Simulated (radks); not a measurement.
Values are calculated unless marked as measured or tabulated.
Species: Bi V. Configuration: [Xe] 4f14 5d10 6p1 (not the ground configuration). Code: a radial shooting solver on a logarithmic mesh with Libxc functionals. Model: scalar-relativistic Kohn-Sham, SCAN, spin-polarised, spherical densities, finite nucleus; open shells are filled with parallel spins first (spin-orbit coupling, left out, can overturn this in heavy ions); meta-GGA in the generalised Kohn-Sham scheme; Fermi nuclear charge, rms radius 5.5211 fm.

Normalised radial functions P(r) = r R(r), r in bohr:

r          5p down    5p up    5d up
0.0008115   0.0022   0.0022   0.0000
0.00127     0.0046   0.0046   0.0000
0.001988    0.0095   0.0095   0.0001
0.003112    0.0196   0.0197   0.0003
0.00487     0.0399   0.0399   0.0008
0.007623    0.0783   0.0784   0.0028
0.01193     0.1448   0.1449   0.0088
0.01867     0.2396   0.2397   0.0264
0.02923     0.3222   0.3224   0.0725
0.04575     0.2721   0.2723   0.1706
0.0716     -0.0458  -0.0459   0.3104
0.1121     -0.4344  -0.4347   0.3473
0.1754     -0.1974  -0.1975   0.0306
0.2745      0.5838   0.5843  -0.4721
0.4297      0.2821   0.2822  -0.3150
0.6726     -0.9680  -0.9686   0.5852
1.053      -1.0794  -1.0788   1.0345
1.648      -0.3566  -0.3580   0.6407
2.579      -0.0336  -0.0355   0.1687
4.036      -0.0005  -0.0007   0.0138
6.318      0.0000  0.0000   0.0002

5p down: eigenvalue -140.87 eV, 3 radial nodes at r = 0.0683, 0.197, 0.476 bohr, <r> = 0.946 bohr, 90 % of the charge inside 1.36 bohr. 5p up: eigenvalue -140.83 eV, 3 radial nodes at r = 0.0683, 0.197, 0.476 bohr, <r> = 0.946 bohr, 90 % of the charge inside 1.36 bohr. 5d up: eigenvalue -69.717 eV, 2 radial nodes at r = 0.180, 0.511 bohr, <r> = 1.20 bohr, 90 % of the charge inside 1.79 bohr.

Empty levels of this run are not shown, since the potential may be unsettled where no density lies.
